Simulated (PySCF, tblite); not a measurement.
Isomers of C5H6F5P. All values are computed: GFN2-xTB (tblite) harmonic vibrations without scaling, gas phase. Errors from tens to a few hundred cm⁻¹ against measured bands are possible. One conformer each.

Electronic energies: PBE0/pcSseg-1 single points on the GFN2-xTB geometries (PySCF, gas phase).

```
                SMILES  electronic energy, lowest = 0 (kcal/mol)
C=CP(C)C(F)(F)C(F)(F)F                                       0.1
CC/C=P\C(F)(F)C(F)(F)F                                       3.2
CC(C)=PC(F)(F)C(F)(F)F                                       0.0
```

How do GFN2-xTB zero-point energies change the relative energies?

| SMILES | ZPE (kcal/mol) | of it from modes above 1550 cm⁻¹ | electronic (kcal/mol) | with ZPE, lowest = 0 (kcal/mol) | lowest mode (cm⁻¹) | rings |
| --- | --- | --- | --- | --- | --- | --- |
| CC(C)=PC(F)(F)C(F)(F)F | 66.1 | 25.8 | 0.0 | 1.1 | 40 | 0 |
| C=CP(C)C(F)(F)C(F)(F)F | 64.9 | 28.5 | 0.1 | 0.0 | 4i | 0 |
| CC/C=P\C(F)(F)C(F)(F)F | 66.5 | 25.8 | 3.2 | 4.6 | 18 | 0 |

The zero-point energies span 1.6 kcal/mol, from `C=CP(C)C(F)(F)C(F)(F)F` to `CC/C=P\C(F)(F)C(F)(F)F`. Slightly imaginary modes are left out of the zero-point energy: `C=CP(C)C(F)(F)C(F)(F)F` 3.8i cm⁻¹. With it `C=CP(C)C(F)(F)C(F)(F)F` becomes the lowest.

And how do the electronic energies of GFN2-xTB itself compare?

`CC(C)=PC(F)(F)C(F)(F)F` 0.0; `C=CP(C)C(F)(F)C(F)(F)F` 5.0; `CC/C=P\C(F)(F)C(F)(F)F` 4.5 kcal/mol, lowest = 0. Against the energies above, taken from the same isomer `CC(C)=PC(F)(F)C(F)(F)F`, the largest difference is 4.9 kcal/mol.
